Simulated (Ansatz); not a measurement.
System: C2HO, charge 0, doublet. C2HO (SMILES [C]#CO, doublet).
B3LYP-D3(BJ)/def2-TZVP minimum from Ansatz (an electronic-structure program):
```xyz
4

C      1.4687    -0.1022    -0.1775
C      0.2013    -0.0129    -0.0178
O     -1.0660     0.1572     0.0754
H     -1.4922    -0.5665     0.5690
```
Charge 0, spin multiplicity 2.

Total energies in hartree (Ansatz). Open shells are spin-unrestricted; no spin-orbit coupling. Cores are frozen in correlated methods. No relativity. For partners of very few electrons the exact lower level stands in for a higher one.

| species | HF/cc-pVTZ | CCSD(T)/cc-pVTZ | HF/cc-pVQZ | CCSD(T)/cc-pVQZ | CCSDT(Q)/cc-pVTZ |
|---|---|---|---|---|---|
| 1: C2HO (SMILES OC#[C], doublet) | -151.05914 | -151.59424 | -151.07008 | -151.63799 | -151.59657 |
| 2: C (triplet) | -37.69157 | -37.78076 | -37.69331 | -37.78654 | -37.78126 |
| 3: O (triplet) | -74.81176 | -74.97396 | -74.81729 | -74.99357 | -74.97430 |
| 4: H (doublet) | -0.49981 | -0.49981 | -0.49995 | -0.49995 | -0.49981 |

Question: Work out the atomisation energy (electronic, to ground-state atoms) in kcal/mol: take Hartree-Fock from cc-pVQZ, extrapolate the CCSD(T) correlation energy as X^-3 (X = 3, 4), and add CCSDT(Q) - CCSD(T) in cc-pVTZ. 1 hartree = 627.51 kcal/mol.

Answer: 
Species 1: correlation (64·(-0.56791) - 27·(-0.53510))/37 = -0.59185; step -0.00233; E1 = -151.07008 + (-0.59185) + (-0.00233) = -151.66426
Species 2: correlation (64·(-0.09323) - 27·(-0.08919))/37 = -0.09618; step -0.00050; E2 = -37.69331 + (-0.09618) + (-0.00050) = -37.78999
Species 3: correlation (64·(-0.17628) - 27·(-0.16220))/37 = -0.18655; step -0.00034; E3 = -74.81729 + (-0.18655) + (-0.00034) = -75.00418
Species 4: correlation (64·(0.00000) - 27·(0.00000))/37 = 0.00000; step +0.00000; E4 = -0.49995 + (0.00000) + (+0.00000) = -0.49995
-1·E1 +2·E2 +1·E3 +1·E4 = 0.58015 hartree = 364.0 kcal/mol.
